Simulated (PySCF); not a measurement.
Sn(H)2(Et)(vinyl) (C4H10Sn), SMILES C=[CH][SnH2][CH2]C.

Geometry optimised at B3LYP-D3(BJ)/def2-SVP. The def2 effective core potentials stand for the cores of Sn; spin–orbit coupling is left out. Other conformers were not sampled.

Two levels are set side by side: TDA-PBE/def2-SVPD (PySCF) and TDA-LC-ωPBE/def2-SVPD (PySCF). Vertical, same geometry. The lowest singlet is HOMO→LUMO 75 %, HOMO−1→LUMO 13 % with PBE and HOMO−1→LUMO 32 %, HOMO−1→LUMO+1 23 %, HOMO−2→LUMO 8 %, HOMO−1→LUMO+2 7 % with the other functional; states are paired by order. Differences are taken from unrounded values.

```
quantity                               TDA-LC-ωPBE  TDA-PBE  TDA-PBE minus TDA-LC-ωPBE
-------------------------------------  -----------  -------  -------------------------
lowest singlet excitation (eV)                6.46     5.37                      -1.09
lowest triplet excitation (TDA) (eV)          4.12     4.32                       0.21
first bright state (f over 0.05) (eV)         7.52     5.37                      -2.15
its oscillator strength                       0.46     0.06                      -0.40
```

Functionals without exact exchange tend to place singlet excitations lower, as here. Differences between two approximate levels are no errors against the true value.

Rough cost on one machine, each run with all the roots and properties that it gave: TDA-LC-ωPBE against TDA-PBE about 3 times.
